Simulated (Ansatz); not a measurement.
Reaction (ligand exchange at the Si–C bond): `[SiH3]OC([SiH3])S` + `[OH][Al]([OH])[Br]` → `[OH][Al]([Br])[O][SiH3]` + `[SiH3]OCS`

Computed with Ansatz on PBE0-D4/def2-TZVP structures; ΔE is electronic, products minus reactants. CBS: MP2 limit from def2 TZ/QZ plus the TZ coupled-cluster correction, frozen cores. DFT in def2-TZVPP. B3LYP here is the variant with VWN-RPA as its local correlation; programs differ in this. For Br outer-core shells are correlated without core-valence functions, which leaves a few kJ/mol of doubt a bond. Scalar relativity is left out up to krypton. Each species was taken in one conformer, which may not be the lowest.

`[SiH3]OC([SiH3])S`:

```xyz
13

Si    0.344   -1.049    1.975
O    -0.303   -0.002    0.862
C    -0.263   -0.215   -0.525
Si   -0.830    1.366   -1.408
S     1.352   -0.750   -1.161
H    -0.351   -0.721    3.241
H     1.805   -0.862    2.148
H     0.065   -2.455    1.576
H    -0.916   -1.053   -0.806
H     0.221    2.398   -1.208
H    -2.117    1.839   -0.836
H    -0.994    1.079   -2.855
H     1.987    0.425   -1.004
```

`[OH][Al]([OH])[Br]`:

```xyz
6

O    -0.779   -1.356   -0.529
Al    0.012    0.005    0.057
O     0.444    1.204   -1.038
Br    0.481    0.217    2.249
H    -1.053   -2.075    0.037
H     0.896    2.004   -0.774
```

`[OH][Al]([Br])[O][SiH3]`:

Cartesian coordinates in Å:
```
O 2.194 1.537 -0.932
Al 1.462 0.259 -0.122
Br 2.784 -1.222 0.900
O -0.200 0.077 -0.066
Si -1.646 -0.570 0.317
H 1.698 2.211 -1.393
H -2.484 0.460 0.985
H -2.329 -1.024 -0.922
H -1.479 -1.729 1.233
```

`[SiH3]OCS`:

Cartesian coordinates in Å:
```
Si 0.805 -1.435 0.187
O 0.000 -0.062 0.618
C -0.672 0.741 -0.312
S -1.458 2.161 0.463
H 1.394 -1.977 1.430
H 1.870 -1.125 -0.807
H -0.128 -2.421 -0.426
H -1.495 0.196 -0.789
H 0.010 1.090 -1.094
H -0.325 2.830 0.730
```

```json
{"level": "PBE-D4", "ΔE (kJ/mol)": "-91.8", "difference from CCSD(T)/CBS": "20.0"}
{"level": "r2SCAN-D4", "ΔE (kJ/mol)": "-107.9", "difference from CCSD(T)/CBS": "3.9"}
{"level": "PBE0-D4", "ΔE (kJ/mol)": "-101.8", "difference from CCSD(T)/CBS": "10.0"}
{"level": "B3LYP-D4", "ΔE (kJ/mol)": "-111.7", "difference from CCSD(T)/CBS": "0.1"}
{"level": "ωB97X-V", "ΔE (kJ/mol)": "-112.2", "difference from CCSD(T)/CBS": "-0.4"}
{"level": "ωB97M-V", "ΔE (kJ/mol)": "-109.3", "difference from CCSD(T)/CBS": "2.5"}
{"level": "B2PLYP", "ΔE (kJ/mol)": "-119.5", "difference from CCSD(T)/CBS": "-7.7"}
{"level": "PBE", "ΔE (kJ/mol)": "-97.8", "difference from CCSD(T)/CBS": "14.0"}
{"level": "r2SCAN", "ΔE (kJ/mol)": "-109.2", "difference from CCSD(T)/CBS": "2.6"}
{"level": "PBE0", "ΔE (kJ/mol)": "-106.9", "difference from CCSD(T)/CBS": "4.9"}
{"level": "B3LYP", "ΔE (kJ/mol)": "-121.5", "difference from CCSD(T)/CBS": "-9.7"}
{"level": "HF/def2-TZVPP", "ΔE (kJ/mol)": "-150.2", "difference from CCSD(T)/CBS": "-38.4"}
{"level": "MP2/def2-TZVPP", "ΔE (kJ/mol)": "-112.4", "difference from CCSD(T)/CBS": "-0.6"}
{"level": "SCS-MP2/def2-TZVPP", "ΔE (kJ/mol)": "-120.1", "difference from CCSD(T)/CBS": "-8.3"}
{"level": "CCSD/def2-TZVPP", "ΔE (kJ/mol)": "-119.7", "difference from CCSD(T)/CBS": "-7.9"}
{"level": "CCSD(T)/def2-TZVPP", "ΔE (kJ/mol)": "-113.4", "difference from CCSD(T)/CBS": "-1.6"}
{"level": "HF/def2-QZVPP", "ΔE (kJ/mol)": "-153.0", "difference from CCSD(T)/CBS": "-41.2"}
{"level": "MP2/def2-QZVPP", "ΔE (kJ/mol)": "-112.4", "difference from CCSD(T)/CBS": "-0.6"}
{"level": "SCS-MP2/def2-QZVPP", "ΔE (kJ/mol)": "-120.2", "difference from CCSD(T)/CBS": "-8.4"}
{"level": "HF/CBS(def2)", "ΔE (kJ/mol)": "-153.3", "difference from CCSD(T)/CBS": "-41.5"}
{"level": "MP2/CBS(def2)", "ΔE (kJ/mol)": "-110.8", "difference from CCSD(T)/CBS": "1.0"}
{"level": "CCSD/CBS(def2)", "ΔE (kJ/mol)": "-118.1", "difference from CCSD(T)/CBS": "-6.3"}
{"level": "CCSD(T)/CBS", "ΔE (kJ/mol)": "-111.8", "difference from CCSD(T)/CBS": "0"}
```

Largest T1 diagnostic among the species: 0.012.

In def2-TZVPP, CCSD(T) changes the Hartree–Fock value by +36.8 kJ/mol (the triples alone add +6.3 kJ/mol) and MP2 by +37.8 kJ/mol. From PBE to PBE0 (25 % exact exchange), in def2-TZVPP and without D4, ΔE moves by −9.1 kJ/mol. The D4 term adds +9.9 kJ/mol with B3LYP and +5.0 kJ/mol with PBE0; it sums over pairs of atoms, weighted by their polarisabilities, and B3LYP, whose exchange is more repulsive, gets the larger term.
